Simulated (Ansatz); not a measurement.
`[CH3][Ti]([CH3])([CH3])[Cl]`, charge 0, multiplicity 1.

Question: Give a relaxed structure at PBE0-D4/def2-TZVP (Ansatz 0.2.0). (An estimate is asked.)

Answer: Ansatz gave: 
```xyz
14

C    -1.094   -0.391    1.514
Ti    0.175    0.529    0.194
C     1.756   -0.741   -0.095
C    -0.818    0.659   -1.593
Cl    0.829    2.510    0.922
H    -1.896    0.291    1.813
H    -1.531   -1.276    1.039
H    -0.538   -0.701    2.406
H     2.336   -0.416   -0.965
H     1.379   -1.755   -0.273
H     2.408   -0.748    0.785
H    -0.959   -0.347   -2.003
H    -0.247    1.263   -2.306
H    -1.798    1.123   -1.438
```
Point group C3.
This is one stationary point; other conformers may exist.
